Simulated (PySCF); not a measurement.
## How the method moves the HOMO and LUMO of `CO[Si@H](O)C#N`

Species: C2H5NO2Si.
Cartesian coordinates in Å at the PBE0-D3(BJ)/def2-SVP level; atoms count from 1:
```
atom  x, y, z in Å
C1     1.7611   -0.0009    0.2448
O2     0.6058   -0.7655    0.0144
Si3   -0.9466   -0.4247    0.4238
O4    -1.9832   -1.3489   -0.4453
C5    -1.1892    1.3843    0.0082
N6    -1.3015    2.5068   -0.2614
H7     1.6281    1.0489   -0.0701
H8     2.5875   -0.4358   -0.3356
H9     2.0469   -0.0119    1.3107
H10   -1.2714   -0.6284    1.8498
H11   -1.9032   -1.3458   -1.4040
```

Basis pcSseg-2 throughout (PySCF), one geometry. Geometry: PBE0-D3(BJ)/def2-SVP, one conformer, isolated molecule.

Q: How do the orbital energies, the gap and the dipole change with the method?

A: 
| method | kind | HOMO (eV) | LUMO (eV) | gap (eV) | μ (D) | SCF cycles |
| --- | --- | --- | --- | --- | --- | --- |
| BLYP | GGA | -7.32 | -1.72 | 5.59 | 2.71 | 17 |
| OPBE | GGA | -7.35 | -1.67 | 5.67 | 2.69 | 18 |
| PBE | GGA | -7.39 | -1.85 | 5.54 | 2.70 | 17 |
| B97-D | GGA | -7.43 | -1.71 | 5.72 | 2.71 | 17 |
| BP86 | GGA | -7.51 | -1.91 | 5.60 | 2.71 | 17 |
| KT2 | GGA | -7.52 | -1.90 | 5.62 | 2.67 | 18 |
| LDA | LDA | -7.52 | -2.12 | 5.40 | 2.73 | 16 |
| KT3 | GGA | -7.55 | -1.82 | 5.72 | 2.67 | 18 |
| B97-2 | global hybrid | -8.70 | -0.90 | 7.80 | 2.69 | 14 |
| B3LYP | global hybrid | -8.74 | -1.13 | 7.61 | 2.71 | 15 |
| PBE0 | global hybrid | -8.97 | -0.89 | 8.08 | 2.70 | 14 |
| mPW1PW91 | global hybrid | -9.01 | -0.89 | 8.12 | 2.70 | 14 |
| CAM-B3LYP | range-separated hybrid | -10.45 | 0.15 | 10.61 | 2.72 | 13 |
| BHandHLYP | global hybrid | -10.51 | 0.07 | 10.58 | 2.72 | 14 |
| wB97X-D | range-separated hybrid | -10.90 | 0.93 | 11.83 | 2.70 | 14 |
| LC-wPBE | range-separated hybrid | -11.80 | 1.37 | 13.17 | 2.72 | 14 |
| HF | Hartree–Fock | -12.93 | 2.33 | 15.26 | 2.77 | 13 |

The HOMO spans 5.61 eV, from BLYP down to HF, and the gap runs from 5.40 eV (LDA) to 15.26 eV (HF). Over the methods BLYP (0 %), OPBE (0 %), PBE (0 %), B97-D (0 %), BP86 (0 %), KT2 (0 %), LDA (0 %), KT3 (0 %), B97-2 (21 %), B3LYP (20 %), PBE0 (25 %), mPW1PW91 (25 %), BHandHLYP (50 %), HF (100 %), a straight line through the gap against the share of exact exchange rises by 0.97 eV for each 10 % (correlation coefficient 0.999). The dipole ranges from 2.67 D (KT3) to 2.77 D (HF). This basis has no diffuse functions.
